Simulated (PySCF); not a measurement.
Job file and geometry (Å, from GFN2-xTB) of an NMR shielding run on SMILES CCCC#CC1=C[SiH2][C@H]1C, C9H14Si, PySCF 2.14.0, density-fitted response routines, GIAO PBE0/pcSseg-1 NMR shielding, non-relativistic, gas phase; density fitting, a coarse starting grid and PySCF grid level 2 are the driver's defaults:

```
$ OMP_NUM_THREADS=1 python probes_run.py task.json out

{"job": {"kind": "nmr", "xc": "PBE0", "basis": "pcSseg-1"}, "charge": 0, "multiplicity": 1}
C      2.711749    -0.582991     1.674214
C      2.791784    -1.589177     0.533467
C      2.492551    -0.937146    -0.823078
C      1.135093    -0.439373    -0.885333
C     -0.003448    -0.043729    -0.923042
C     -1.314990     0.443553    -0.923844
C     -2.319004     0.261076    -1.806349
Si    -3.554290     1.304526    -0.848313
C     -1.902349     1.328501     0.161758
C     -1.880953     0.690575     1.541930
H      1.724469    -0.127072     1.704404
H      3.449307     0.206431     1.541776
H      2.897536    -1.070604     2.628588
H      2.075825    -2.395749     0.707218
H      3.791990    -2.027836     0.499213
H      3.181846    -0.102540    -0.987916
H      2.643125    -1.666580    -1.625217
H     -2.275884    -0.312196    -2.719001
H     -3.972473     2.584813    -1.418933
H     -4.671340     0.619982    -0.198699
H     -1.386482     2.291573     0.208205
H     -2.370798    -0.281313     1.518057
H     -2.398472     1.319663     2.263942
H     -0.856525     0.545377     1.886100
```

Problem. What does the program print?

Solution. 
```
coarse grid: 20080 points
cycle   1  E = -640.0365966840  dE =  1.243e+00  |g| = 5.180e-01  |ddm| = 4.741e+00
cycle   2  E = -640.0184669738  dE =  1.813e-02  |g| = 5.789e-01  |ddm| = 1.321e+00
cycle   3  E = -640.1071403349  dE = -8.867e-02  |g| = 1.167e-01  |ddm| = 8.139e-01
cycle   4  E = -640.1096465063  dE = -2.506e-03  |g| = 6.729e-02  |ddm| = 1.833e-01
cycle   5  E = -640.1107264289  dE = -1.080e-03  |g| = 1.627e-02  |ddm| = 6.859e-02
cycle   6  E = -640.1107856052  dE = -5.918e-05  |g| = 4.507e-03  |ddm| = 1.985e-02
cycle   7  E = -640.1107903715  dE = -4.766e-06  |g| = 1.311e-03  |ddm| = 7.023e-03
final grid: 188008 points
cycle   8  E = -640.1725060866  dE = -4.914e-05  |g| = 9.962e-03  |ddm| = 1.023e-01
cycle   9  E = -640.1724863420  dE =  1.974e-05  |g| = 1.316e-02  |ddm| = 2.973e-02
cycle  10  E = -640.1725317341  dE = -4.539e-05  |g| = 2.226e-03  |ddm| = 1.890e-02
cycle  11  E = -640.1725329459  dE = -1.212e-06  |g| = 4.169e-04  |ddm| = 2.815e-03
cycle  12  E = -640.1725329784  dE = -3.252e-08  |g| = 2.147e-04  |ddm| = 5.700e-04
cycle  13  E = -640.1725329881  dE = -9.641e-09  |g| = 8.002e-05  |ddm| = 2.471e-04
cycle  14  E = -640.1725329896  dE = -1.557e-09  |g| = 2.343e-05  |ddm| = 1.088e-04
cycle  15  E = -640.1725329898  dE = -1.526e-10  |g| = 4.170e-06  |ddm| = 3.281e-05
converged SCF energy = -640.1725329898

GIAO shielding tensors (ppm)
atom      isotropic    diamagn.    paramagn.     s11        s22        s33       span
  0 C      171.430     249.200     -77.770    159.125    169.425    185.739     26.614
  1 C      160.786     248.676     -87.891    155.302    156.847    170.208     14.906
  2 C      162.564     253.849     -91.286    151.944    162.292    173.454     21.511
  3 C       79.367     268.251    -188.884     10.155     21.846    206.099    195.944
  4 C      101.676     245.193    -143.517      9.056     19.706    276.267    267.211
  5 C       26.159     265.211    -239.052    -86.004     26.473    138.007    224.010
  6 C       43.651     251.965    -208.313    -65.636     41.085    155.505    221.141
  7 Si     390.985     882.562    -491.577    351.327    393.504    428.125     76.798
  8 C      150.961     247.975     -97.014    136.880    144.587    171.417     34.537
  9 C      167.019     247.545     -80.525    155.972    162.187    182.899     26.927
 10 H       29.891      32.698      -2.808     24.136     29.616     35.920     11.784
 11 H       30.959      30.206       0.753     27.503     28.195     37.179      9.676
 12 H       30.532      28.608       1.925     26.329     27.572     37.696     11.367
 13 H       30.149      31.805      -1.656     26.551     28.460     35.434      8.883
 14 H       30.115      28.357       1.758     24.962     28.387     36.996     12.034
 15 H       29.389      31.381      -1.992     24.986     27.995     35.185     10.199
 16 H       28.856      30.368      -1.512     23.143     27.812     35.614     12.471
 17 H       25.491      33.398      -7.907     23.108     24.758     28.607      5.499
 18 H       26.885      29.765      -2.880     23.897     24.823     31.935      8.038
 19 H       27.228      29.989      -2.761     24.211     25.747     31.727      7.515
 20 H       29.346      31.580      -2.234     26.678     28.250     33.112      6.434
 21 H       30.746      31.446      -0.699     27.573     29.134     35.532      7.958
 22 H       30.403      28.930       1.473     26.081     28.014     37.113     11.032
 23 H       29.843      31.567      -1.724     24.792     28.768     35.970     11.178
```

Problem. Turn these shieldings into chemical shifts. References, each an isolated molecule treated in the same way: ¹³C (σref 186.93), ²⁹Si (σref 349.16), ¹H (σref 31.72) against TMS.

Solution. Averaging equivalent atoms: C 5: 160.8; C 6: 143.3; C 3: 107.6; C 4: 85.2; C 8: 36.0; C 1: 26.1; C 2: 24.4; C 9: 19.9; C 0: 15.5; Si 7: -41.8; H 17: 6.23; H 18: 4.83; H 19: 4.49; H 16: 2.86; H 20: 2.37; H 15: 2.33; H 14: 1.60; H 13: 1.57; H 21/22/23: 1.39; H 10/11/12: 1.26 ppm. 

Size and cost of the density-fitted run: 247 basis functions, 2.4 min wall time on 1 thread of an Arm Neoverse N1, shared host; peak memory 1.2 GiB.
